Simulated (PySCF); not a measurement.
Gas-phase reaction: 3 SbF5 + Sb2 → 5 SbF3

Method: PySCF energies plus ideal-gas RRHO corrections (1 bar). † marks an energy on the PBE0/def2-TZVP geometry and frequencies; other levels use their own. All species are closed-shell singlets. Sb: scalar-relativistic def2 core potential, no spin-orbit coupling. The harmonic model lacks anharmonicity and excited electronic states, which grow with temperature; levels with a mode under 35 cm⁻¹ are left out. Soft modes under 120 cm⁻¹ make the harmonic entropy rough for SbF5.

```json
[
 {"level": "BLYP/def2-TZVP†", "ΔE electronic, kJ": "-781", "ΔH°(298 K), kJ": "-793", "ΔS°(298 K), J/K": "221", "ΔG°(1400 K), kJ": "-1087"},
 {"level": "HF/def2-TZVP†", "ΔE electronic, kJ": "-663", "ΔH°(298 K), kJ": "-675", "ΔS°(298 K), J/K": "221", "ΔG°(1400 K), kJ": "-969"},
 {"level": "M06-2X/def2-TZVP†", "ΔE electronic, kJ": "-655", "ΔH°(298 K), kJ": "-667", "ΔS°(298 K), J/K": "221", "ΔG°(1400 K), kJ": "-961"},
 {"level": "PBE0/def2-QZVP†", "ΔE electronic, kJ": "-660", "ΔH°(298 K), kJ": "-672", "ΔS°(298 K), J/K": "221", "ΔG°(1400 K), kJ": "-966"},
 {"level": "PBE0/def2-SVP†", "ΔE electronic, kJ": "-650", "ΔH°(298 K), kJ": "-662", "ΔS°(298 K), J/K": "221", "ΔG°(1400 K), kJ": "-956"},
 {"level": "PBE0/def2-TZVP", "ΔE electronic, kJ": "-657", "ΔH°(298 K), kJ": "-669", "ΔS°(298 K), J/K": "221", "ΔG°(1400 K), kJ": "-963"},
 {"level": "LDA/def2-TZVP†", "ΔE electronic, kJ": "-644", "ΔH°(298 K), kJ": "-656", "ΔS°(298 K), J/K": "221", "ΔG°(1400 K), kJ": "-951"},
 {"level": "ωB97M-V/def2-TZVP†", "ΔE electronic, kJ": "-695", "ΔH°(298 K), kJ": "-707", "ΔS°(298 K), J/K": "221", "ΔG°(1400 K), kJ": "-1001"},
 {"level": "ωB97X-V/def2-TZVP†", "ΔE electronic, kJ": "-690", "ΔH°(298 K), kJ": "-702", "ΔS°(298 K), J/K": "221", "ΔG°(1400 K), kJ": "-997"}
]
```
ΔH° is lowest at BLYP/def2-TZVP† and highest at LDA/def2-TZVP†. No reference value is set beside these.
